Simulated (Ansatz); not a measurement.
Species: SiI4, net charge -1, doublet state. 
Structure (B3LYP-D3(BJ)/def2-TZVP (Ansatz, a program for electronic structure) minimum search):
```
Si
I 1 2.6373
I 1 2.6373 2 109.47
I 1 2.6373 2 109.47 3 -120.00
I 1 2.6373 2 109.47 4 -120.00
```
Charge -1, spin multiplicity 2.

Parts of the frozen-core correlation energy in STO-3G (Ansatz, hartree). Frozen orbitals: 97; correlated occupied orbitals by spin: 17 and 16; virtual: 3 and 4. UHF or UKS for open shells. No spin-orbit coupling. Past Kr the def2 sets carry scalar-relativistic core potentials. STO-3G rows are all-electron and non-relativistic.

```json
[
 {"term": "reference (HF)", "value": "-27688.47738"},
 {"term": "MP2 opposite-spin", "value": "[?]"},
 {"term": "MP2 same-spin", "value": "-0.00709"},
 {"term": "CCSD correlation", "value": "[?]"},
 {"term": "(T)", "value": "[?]"},
 {"term": "T1 diagnostic", "value": "0.008"},
 {"term": "largest doubles amplitude", "value": "0.052"},
 {"term": "<S^2> of the reference", "value": "0.767"}
]
```

Q: What belongs in the gaps?

A: 
- MP2 opposite-spin, value: -0.03618
- CCSD correlation, value: -0.05436
- (T), value: -0.00200
